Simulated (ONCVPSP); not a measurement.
## PBE ONCV dataset for C, scalar-relativistic all-electron reference.

C (Z = 6), optimised norm-conserving Vanderbilt (ONCV), made with ONCVPSP 4.0.1 (PBE, scalar-relativistic). Core [He], reference 2s2 2p1.5 (charge +0.5). Waves: 2s: rc 0.85 bohr, ncon 3, nbas 7, qcut 6.4 1/bohr, 2 projectors, debl 1.1 Ha; 2p: rc 2.10 bohr, ncon 5, nbas 9, qcut 5.5 1/bohr, 3 projectors, debl 2.2 Ha. Local part: polynomial inside 0.65 bohr (lpopt 5, dvloc0 3 Ha). Core correction: none.

Results:

```
Cutoffs needed           : 19 Ha and 45 Ha (the cutoffs (Ha) at which the residual kinetic energy of the hardest occupied pseudo-wave falls to 1 and 0.1 mHa per electron)
Ghost test               : no bound ghost flagged; no localised positive-energy state flagged
Largest excitation error : +634 meV (all-electron minus pseudo) for 2s1 2p0, out of 4 test configurations
```

Generation and tests took about 3.8 s on one core of a shared server CPU.
